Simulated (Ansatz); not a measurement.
`CC[O][InH][Cl]` + `Cl[SiH2][NH][GeH3]` → `CC[N]([GeH3])[SiH2]Cl` + `[OH][InH][Cl]`  (substitution at a C–O bond)

Gas-phase electronic energies from Ansatz, PBE0-D4/def2-TZVP geometries. CCSD(T)/CBS is the MP2 limit (def2-TZVPP, def2-QZVPP) plus CCSD(T) − MP2 in def2-TZVPP, frozen cores. DFT in def2-TZVPP. B3LYP here is the variant with VWN-RPA as its local correlation; programs differ in this. Elements past krypton have def2 core potentials. For Ge, In outer-core shells are correlated without core-valence functions, which leaves a few kJ/mol of doubt a bond. Scalar relativity is left out up to krypton. One conformer a species, not always the lowest.

```tsv
level	ΔE (kcal/mol)
B3LYP-D4	-2.9
B2PLYP	-2.2
MP2/def2-QZVPP	-4.9
MP2/CBS(def2)	-5.0
```

(1) What does CCSD(T)/CBS give? (Best estimate.)

(2) What do rigid-rotor, harmonic-oscillator terms from PBE0-D4/def2-TZVP frequencies (298.15 K, 1 bar) make of the CCSD(T)/CBS value? (Best estimate.)

Largest T1 diagnostic among the species: 0.015.

## Answers

(1) The calculation gave: -3.7 kcal/mol. The listed levels differ from it by 0.8, 1.5, -1.2, -1.3 kcal/mol.

(2) Ansatz gave: ΔZPE = +0.1 kcal/mol, ΔH = -3.7 kcal/mol, ΔS = -11 J/(mol·K), ΔG = -3.0 kcal/mol. Modes under 50 cm⁻¹ make the entropy rough.

Leaving LDA and LC-ωPBE aside and taking each functional with its dispersion term where it has one, the values, not all of them listed here, spread over 2.5 kcal/mol, from revPBE-D4 to B97M-V. LDA lies −1.6 kcal/mol from PBE without D4. The D4 term adds −2.1 kcal/mol with B3LYP and −1.2 kcal/mol with PBE0; it sums over pairs of atoms, weighted by their polarisabilities, and B3LYP, whose exchange is more repulsive, gets the larger term.
